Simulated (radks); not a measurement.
Results of a calculation; reference values are marked as such.
Mean orbital radii <r> (bohr) of neutral silicon, [Ne] 3s2 3p2, at several levels of relativity; Dirac values are averaged over j with weights 2j + 1. Spin-unpolarised spherical Kohn-Sham, BLYP, point nucleus unless stated (finite: rms radius 3.1224 fm), a radial shooting solver on a logarithmic mesh with Libxc functionals. A level marked "c x" has the speed of light scaled by that factor and shares open shells by 2j + 1; other Dirac levels either fill j = l - 1/2 first or share by 2j + 1.

shell	non-rel.	scalar-rel.	Dirac, low j first	Dirac, c x 0.85	change of magnitude, last against first (%)
1s	0.1116	0.1113	0.1113	0.1111	-0.46
2s	0.5705	0.5686	0.5686	0.5678	-0.48
2p	0.5384	0.5379	0.5379	0.5377	-0.13
3s	2.159	2.154	2.154	2.151	-0.35
3p	2.814	2.815	2.818	2.816	+0.07
